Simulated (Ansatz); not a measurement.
Computed with Ansatz on PBE0-D4/def2-TZVP structures; ΔE is electronic, products minus reactants. CCSD(T)/CBS is the MP2 limit (def2-TZVPP, def2-QZVPP) plus CCSD(T) − MP2 in def2-TZVPP, frozen cores. This one scheme is used for every species. Functionals use def2-TZVPP. For Ge outer-core shells are correlated without core-valence functions, which leaves a few kJ/mol of doubt a bond. Scalar relativity is left out up to krypton. One conformer a species, not always the lowest.

Consider the germylene formation by 1,1-elimination: `[CH3][Ge]([NH2])([OH])[Cl]` → `[CH3][Ge][Cl]` + `NO`.

| level | ΔE (eV) | difference from CCSD(T)/CBS |
| --- | --- | --- |
| PBE-D4 | 3.87 | -0.37 |
| r2SCAN-D4 | 4.27 | 0.03 |
| ωB97M-V | 4.09 | -0.15 |
| B2PLYP | 4.11 | -0.13 |
| r2SCAN | 4.24 | 0.00 |
| PBE0 | 4.04 | -0.20 |
| CCSD(T)/def2-TZVPP | 4.35 | 0.11 |
| SCS-MP2/def2-QZVPP | 4.40 | 0.16 |
| HF/CBS(def2) | 4.19 | -0.05 |
| CCSD/CBS(def2) | 4.23 | -0.01 |
| CCSD(T)/CBS | 4.24 | 0 |

Largest T1 diagnostic among the species: 0.012.

The D4 term adds +0.16 eV with B3LYP and +0.09 eV with PBE0; it sums over pairs of atoms, weighted by their polarisabilities, and B3LYP, whose exchange is more repulsive, gets the larger term. In def2-TZVPP, CCSD(T) changes the Hartree–Fock value by +0.15 eV (the triples alone add +0.02 eV) and MP2 by +0.45 eV.

B3LYP here is the variant with VWN-RPA as its local correlation; programs differ in this.
